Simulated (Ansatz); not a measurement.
Cl$_{4}$Ge, charge +1, doublet, at a GFN2-xTB geometry (a state made from the parent by changing its charge; the spin is typed, not shown lowest). Base run: Ansatz (a program for electronic structure) with HF/def2-SV(P).

Geometry (Å):
```xyz
5

Cl    -0.9491    -1.5271    -1.1758
Ge     0.0000     0.0000     0.0000
Cl     2.1029    -0.4137     0.1482
Cl    -0.2896     1.9104    -0.9391
Cl    -0.8642     0.0304     1.9666
```
Charge +1, spin multiplicity 2.
Orbitals are unrestricted.
All else is at Ansatz's defaults.
Base energy -3912.27368 Eh.

Each row names what was changed in the base input (with any setting that the change needs).

```
change                                                            ΔE vs base (kcal/mol)
----------------------------------------------------------------  ---------------------
base                                                                              0.000
fitting.mean_field = cc-pVTZ-JKFIT                                                0.036
lower_state_search = full                                                         0.000
lower_state_search = off                                                          0.000
nuclear_model = gaussian                                                           6.30
point_charge = charge:-1.0 position_ang:-3.0802, 4.0279, -0.8912                  -85.7
forces = on                                                                       0.000
lower_state_search = light                                                        0.000
point_charge = charge:1.0 position_ang:-2.3811, 2.6292, -3.7313                   53.17
point_charge = charge:0.5 position_ang:4.8025, -1.2774, -1.3454                   27.71
```

Ansatz warned in this series: the state or the total is in doubt.
